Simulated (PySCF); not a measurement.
Polarisability and C₆ of Zr (zirconium, neutral)

[Kr] 4d2 5s2, high-spin 3F determinant. Calculation: PySCF 2.14, in aug-cc-pVDZ-PP with ECP28MDF (5s5p4d2f, 54 functions); scalar relativity through the core potential. Coupled (time-dependent) response in atomic units; α is the mean over directions. A double-zeta set is small for polarisabilities.

```
   method  mean α (bohr³)  C₆ (like pair)   S(−4)
      UHF           186.2            2464  171300
      PBE           121.2            1691    6586
     PBE0           127.1            1801    7426
   PBEsol           118.9            1654    6255
CAM-B3LYP           120.4            1679    6162
```

S(−4) is the Cauchy moment in α(ω) = α(0) + S(−4) ω² + …

Reference α: 112 ± 13 bohr³ (recommended; Schwerdtfeger and Nagle, table of static dipole polarizabilities (2023 update)). Published C₆: 1360 (Gould and Bucko (2016)).

Spin-orbit coupling is absent.

Hartree-Fock lies above the reference because it lacks correlation, which contracts the outer shell.

α(iu) at PBE:

```tsv
u (hartree)	α(iu) (bohr³)
0	121.2
0.0500	107.2
0.100	81.33
0.200	44.72
0.300	27.72
0.500	14.31
0.750	8.368
1.00	5.698
1.50	3.227
2.00	2.082
3.00	1.059
5.00	0.4183
```

Energies and moments cover only the electrons outside the core potential.
